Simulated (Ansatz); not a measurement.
C$_{2}$H$_{6}$GaS, SMILES `C[S][Ga][CH3]` radical, charge 0, multiplicity 2.

(1) Give a relaxed structure at PBE0-D4/def2-TZVP (Ansatz 0.2.0). (Best estimate.)

Answers

(1) Computed: 
Z-matrix (Å, degrees):
```
C
S 1 1.822
H 1 1.089 2 111.5
H 1 1.089 2 111.5 3 122.9
H 1 1.090 2 106.9 3 -118.5
Ga 2 2.226 1 102.6 3 -61.3
C 6 1.997 2 118.0 1 -0.0
H 7 1.093 6 108.8 2 58.7
H 7 1.089 6 111.7 2 179.6
H 7 1.093 6 108.7 2 -59.6
```
Point group Cs.
This is one stationary point; other conformers may exist.
